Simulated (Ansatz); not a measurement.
```csv
atom,x (Å),y (Å),z (Å)
C,0.0005,0.0071,-1.3008
C,-0.0051,0.0047,-0.0072
C,-0.0098,0.0019,1.3085
H,-0.0055,-0.9425,-1.8689
H,-0.0048,0.9284,-1.8722
H,-0.9294,0.0066,1.8761
H,0.9467,-0.0008,1.8762
```

Basis set: def2-TZVP (spherical functions). Correlated methods keep 3 orbitals frozen. Charge 0, multiplicity 1.

Computed with Ansatz (development build ahead of 0.2.0); each method stands on the lowest determinant of its kind that the runs found. Restricted open shells among the atoms or ions are ROHF, correlated in semicanonical orbitals with singles.

Problem. Give the atomization energy at this shape (free ground-state atoms in the same class of orbitals less the molecule, no zero-point energy) of singlet C₃H₄ by RHF-MP2, RHF.

Solution.

```json
{"method": "RHF-MP2", "atomization energy": "29.86 eV"}
{"method": "RHF", "atomization energy": "22.98 eV"}
```
